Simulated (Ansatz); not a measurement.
Mulliken charges of BH₄NS₂, SMILES `NB(S)S` from r2SCAN/def2-TZVPP in Ansatz (PBE0-D4/def2-TZVP geometry).

```csv
atom,x (Å),y (Å),z (Å),charge (e)
N1,-0.559,1.097,0.019,-0.313
B2,0.227,-0.058,-0.009,0.210
S3,2.042,0.126,-0.026,-0.214
S4,-0.463,-1.742,-0.027,-0.195
H5,-1.563,1.083,0.034,0.165
H6,-0.165,2.022,0.027,0.173
H7,2.337,-1.181,-0.060,0.098
H8,-1.763,-1.404,-0.015,0.075
```

Problem. By hand: the dipole of these point charges (1 e Å = 4.8032 D).

Solution. Σ q r = (-0.314, 0.265, 0.006) e Å, of length 0.411 e Å = 1.97 D.

Problem. How does the dipole of the full density compare? (Best estimate.)

Solution. The calculation gave: (-0.398, 0.283, 0.007) e Å, 2.35 D; the point charges give 0.84 times that, at 5° from its direction.

Point charges leave out the atoms' own dipoles, such as those of lone pairs, and Mulliken's split depends on the basis, so the two needn't agree.
